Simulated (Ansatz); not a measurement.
Stepwise reaction of `C[SiH](C)Br` with hydrogen fluoride, as a gas-phase model of exchange steps in deposition or etching. ΔE in kJ/mol; ΔG adds harmonic PBE0-D4 terms to CCSD(T)/CBS, at 1 bar.

Gas-phase electronic energies from Ansatz, PBE0-D4/def2-TZVP geometries. CBS: MP2 limit from def2 TZ/QZ plus the TZ coupled-cluster correction, frozen cores. This one scheme is used for every species. DFT in def2-TZVPP. B3LYP here is the variant with VWN-RPA as its local correlation; programs differ in this. For Br outer-core shells are correlated without core-valence functions, which leaves a few kJ/mol of doubt a bond. Scalar relativity is left out up to krypton.

```json
{"step": "1", "reaction": "`C[SiH](C)Br` + H–F → `C[SiH](F)Br` + CH₄", "PBE-D4": "-134.5", "B3LYP-D4": "-147.3", "ωB97M-V": "-143.8", "CCSD(T)/CBS": "-139.2", "ΔG(400 K)": "-134.7"}
{"step": "2", "reaction": "`C[SiH](F)Br` + H–F → `F[SiH](F)Br` + CH₄", "PBE-D4": "-132.6", "B3LYP-D4": "-145.2", "ωB97M-V": "-142.1", "CCSD(T)/CBS": "-139.5", "ΔG(400 K)": "-134.1"}
```

(1) By hand: ΔE of the 2 steps together at CCSD(T)/CBS.

## Answers

(1) (-139.2) + (-139.5) = -278.7 kJ/mol, or -139.3 kJ/mol a step.

In ΔE the steps differ by no more than 0.3 kJ/mol. All are downhill at CCSD(T)/CBS. ΔG lies between -134.7 and -134.1 kJ/mol a step. PBE-D4 differs from CCSD(T)/CBS by 4.7 to 6.9 kJ/mol a step. Isolated molecules leave out the surface, adducts and barriers. Largest T1 diagnostic: 0.010.
